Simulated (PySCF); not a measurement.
One formula, C6H7F3Si, several structures.

PySCF, PBE0/def2-SVPD, density fitting, gas phase; each molecule at its own PBE0-D3(BJ)/def2-SVP geometry, one conformer. Singlet excitations by full TDDFT with frozen cores, triplets by Tamm–Dancoff TDDFT and ionisation energies by ΔSCF, from the lowest of the holes tried. 

Torsions of the conformers computed, which needn't be the lowest (atom-mapped SMILES):
- `[CH3:1][C:2]1=[C:3]([C:4]([F:5])([F:6])[F:7])[CH:8]=[CH:9][SiH2:10]1`: C2–C3–C4–F5 -115°
- `[F:1][C:2]([F:3])([F:4])[CH2:5][C:6]1=[CH:7][SiH2:8][CH:9]=[CH:10]1`: F1–C2–C5–C6 -62°, C2–C5–C6–C7 -104°
- `[F:1][C:2]([F:3])([F:4])[CH2:5][C:6]1=[CH:7][CH:8]=[CH:9][SiH2:10]1`: F1–C2–C5–C6 59°, C2–C5–C6–C7 139°
- `[CH3:1][Si@H:2]1[CH:3]=[CH:4][C:5]([C:6]([F:7])([F:8])[F:9])=[CH:10]1`: C4–C5–C6–F7 178°
- `[CH3:1][C:2]1=[CH:3][SiH2:4][C:5]([C:6]([F:7])([F:8])[F:9])=[CH:10]1`: Si4–C5–C6–F7 -179°

Reference: `CC1=C(C(F)(F)F)C=C[SiH2]1`, with HOMO energy -7.09 eV, LUMO energy -1.96 eV, lowest singlet excitation 4.29 eV, lowest triplet excitation 2.60 eV, mean polarisability 97.2 au, dipole moment 2.10 D and vertical ionisation energy 8.88 eV.

Changes against it:

```tsv
molecule	Δ electronic energy (kcal/mol)	Δ HOMO energy (eV)	Δ LUMO energy (eV)	Δ lowest singlet excitation (eV)	Δ lowest triplet excitation (eV)	Δ mean polarisability (au)	Δ dipole moment (D)	Δ vertical ionisation energy (eV)
C[Si@H]1C=CC(C(F)(F)F)=C1	-8.7	-0.19	-0.03	+0.16	+0.08	-1.3	+0.78	+0.24
CC1=C[SiH2]C(C(F)(F)F)=C1	-5.2	-0.16	-0.07	+0.09	+0.07	+0.4	+1.35	+0.14
```

Rows whose labels were lost:

| row | Δ electronic energy (kcal/mol) | Δ HOMO energy (eV) | Δ LUMO energy (eV) | Δ lowest singlet excitation (eV) | Δ lowest triplet excitation (eV) | Δ mean polarisability (au) | Δ dipole moment (D) | Δ vertical ionisation energy (eV) |
| --- | --- | --- | --- | --- | --- | --- | --- | --- |
| P | -2.7 | +0.16 | +0.18 | +0.03 | -0.02 | -0.6 | +0.44 | -0.14 |
| Q | -3.0 | +0.03 | +0.16 | +0.12 | +0.06 | -0.4 | -0.17 | 0.00 |

**Question.** Which row belongs to which of `FC(F)(F)CC1=C[SiH2]C=C1` and `FC(F)(F)CC1=CC=C[SiH2]1`?

**Answer.** P = `FC(F)(F)CC1=CC=C[SiH2]1` and Q = `FC(F)(F)CC1=C[SiH2]C=C1`. P and Q are told apart most clearly by the dipole moment (+0.44 against -0.17 D).
